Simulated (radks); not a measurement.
Charge is removed step by step from the 2p down level of neutral cobalt, starting from [He] 2s2 2p(up 3, down 3) 3s2 3p6 3d7 4s2. All-electron calculation, scalar-relativistic Kohn-Sham, r2SCAN, spin-polarised, spherical densities, finite nucleus; open shells are filled with parallel spins first; meta-GGA in the generalised Kohn-Sham scheme; Fermi nuclear charge, rms radius 3.7875 fm. Program: a radial shooting solver on a logarithmic mesh with Libxc functionals.

removed (e)  E - E(0) (eV)  eigenvalue (eV)  E minus straight line (eV)
0                    0.000          -775.52                       0.000
0.125               97.293          -781.76                      -2.805
0.25                195.37          -788.08                      -4.826
0.375               294.24          -794.47                      -6.053
0.5                 393.91          -800.92                      -6.477
0.625               494.40          -807.43                      -6.091
0.75                595.70          -814.00                      -4.888
0.875               697.83          -820.63                      -2.859
1                   800.78          -827.30                       0.000

Removing the whole electron costs 800.78 eV by Delta-SCF, against 775.52 eV from minus the eigenvalue at the starting occupation. Slater's transition state (half an electron removed) gives 800.92 eV. Integrating minus the eigenvalue over the occupation (Janak's theorem) gives 801.08 eV. In this scalar-relativistic scheme the density is built from large components alone, so the theorem holds only approximately. The mean slope of the eigenvalue, de/dn, is 51.8 eV per electron.
